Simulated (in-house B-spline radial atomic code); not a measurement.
Excitations of Kr by several methods

Full response, energies in eV; labels give the largest channel, * marks a mixed state, a dash one above the method's threshold, and an imaginary frequency an unstable closed-shell reference. Computed with a B-spline radial code for spherical atoms: linear response of the closed shell [Ar] 3d10 4s2 4p6 with each method's own kernel (bare exchange for TDHF, static screening on G0W0 levels for BSE, the adiabatic kernel for functionals); non-relativistic, point nucleus, no spin-orbit coupling, no double excitations, S, P, D and F terms only; shells from n = 2 respond. Only terms of natural parity with L up to 3 were computed.

Without relativity these are model numbers for so heavy an element.

| method | 4p → 5s 3P | 4p → 5s 1P | α (bohr³) |
| --- | --- | --- | --- |
| TDHF | 10.254 | 10.609 | 16.48 |
| BSE on G0W0@HF | 10.839 | 11.097 | 15.36 |
| LDA VWN5 | 8.970 | 9.059 | 18.03 |
| PBE | 8.753 | 8.895 | 18.09 |
| PBE0 | 9.408 | 9.588 | 17.34 |
| B3LYP (VWN-RPA) | ? | ? | ? |
| CAM-B3LYP | 9.402 | 9.558 | 17.44 |
| LC-wPBE | 9.868 | 10.091 | 16.96 |
| wB97X | 9.847 | 9.979 | 17.42 |
| HSE06 | 9.437 | 9.627 | 17.41 |
| BHandHLYP | 9.750 | 9.922 | 17 |
| BLYP | 8.533 | 8.630 | 18.39 |
| PBEsol | 8.823 | 8.952 | 18.01 |
| BP86 | 8.888 | 8.977 | 18.1 |
| LDA exchange-only | - | - | 19.23 |
| B97-1 | ? | ? | ? |
| RPBE | 8.650 | 8.793 | 18.13 |
| OLYP | 8.473 | 8.562 | 17.84 |

What does B97-1 give?

4p → 5s 3P: 9.371; 4p → 5s 1P: 9.504; α: 17.47 (eV, bohr³).

What does B3LYP (VWN-RPA) give?

4p → 5s 3P: 9.148; 4p → 5s 1P: 9.274; α: 17.69 (eV, bohr³).
